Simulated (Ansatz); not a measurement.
`N=CC(N)BF` + CH₃NH₂ → `CNC=N` + `NCBF`  (substitution at a C–C bond)

Gas-phase electronic energies from Ansatz, PBE0-D4/def2-TZVP geometries. CBS: MP2 limit from def2 TZ/QZ plus the TZ coupled-cluster correction, frozen cores. DFT in def2-TZVPP. One conformer a species, not always the lowest.

(1) Is it downhill or uphill in electronic energy at CCSD(T)/CBS, and by how much? (Best estimate.)

(2) What do these levels give: PBE0-D4, ωB97M-V, PBE, PBE0, MP2/def2-TZVPP, SCS-MP2/def2-TZVPP, CCSD/def2-TZVPP, HF/def2-QZVPP, MP2/def2-QZVPP, SCS-MP2/def2-QZVPP, MP2/CBS(def2), CCSD/CBS(def2)? (Best estimate.)

Largest T1 diagnostic among the species: 0.013.

Results:

(1) Computed: Downhill: ΔE = -0.28 eV.

(2) Computed: PBE0-D4 -0.40, ωB97M-V -0.34, PBE -0.43, PBE0 -0.41, MP2/def2-TZVPP -0.30, SCS-MP2/def2-TZVPP -0.28, CCSD/def2-TZVPP -0.27, HF/def2-QZVPP -0.35, MP2/def2-QZVPP -0.31, SCS-MP2/def2-QZVPP -0.29, MP2/CBS(def2) -0.32, CCSD/CBS(def2) -0.28 eV.

In def2-TZVPP, CCSD(T) changes the Hartree–Fock value by +0.07 eV (the triples alone add −0.00 eV) and MP2 by +0.04 eV.
